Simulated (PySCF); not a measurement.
1,1-difluoroethane cation (C2H4F2), SMILES CC(F)F (connectivity only; charge and spin as stated), charge +1, multiplicity 2. Geometry: PBE0-D3(BJ)/def2-SVP. The spin state was assumed, not searched.

Calculation: PBE0-D3(BJ)/def2-SVP (PySCF).

Harmonic wavenumbers (cm⁻¹): 195, 267, 310, 422, 631, 792, 813, 1063, 1215, 1253, 1290, 1340, 1405, 1470, 2854, 3039, 3217, 3265. Rotational constants (GHz): 9.904, 8.272, 5.005; symmetry number 1.

Q: Work out the zero-point energy and the ideal-gas rigid-rotor harmonic-oscillator thermochemistry at 298.15 K and 1 atm.

A: ZPE = ½ Σ hcν = ½ × 24844 cm⁻¹ = 148.60 kJ/mol. H − E(el) = 164.08 kJ/mol. Entropy in J/(mol K): translation 161.01, rotation 101.15, vibration 29.60, spin 5.76, total 297.53. G − E(el) = 75.37 kJ/mol. Cp = 75.38 J/(mol K).
